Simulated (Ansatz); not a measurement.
Basis-set extrapolation for C2H7AlN2Si (`[CH3][Al]1[SiH2]N[C]1=N`) (PBE0-D4/def2-TZVP geometry, frozen core, Ansatz). Multiplicity 1, RHF reference.

```json
{"": "HF", "def2-TZVPP": "-719.645593", "def2-QZVPP": "-719.670175"}
{"": "MP2 correlation", "def2-TZVPP": "-0.931836", "def2-QZVPP": "-0.996439"}
{"": "CCSD(T) correlation", "def2-TZVPP": "-1.022946", "def2-QZVPP": "not run"}
```

Energies in hartree. Use E(X) = E(∞) + A·exp(−7.88·√X) for Hartree–Fock and E(X) = E(∞) + B·X^(−2.97) for correlation, with X = 3 and 4, and add CCSD(T) minus MP2 of the smaller set to the MP2 limit.

What is the CCSD(T) energy at the basis-set limit?

HF limit: -719.670175 + (-0.024582) × 0.13774 = -719.67356. MP2 limit: -0.996439 + (-0.064603) × 0.74074 = -1.04429. Higher-order term: -1.022946 − (-0.931836) = -0.09111. Total: -720.80896 hartree, 368.7 kJ/mol below CCSD(T)/def2-TZVPP.
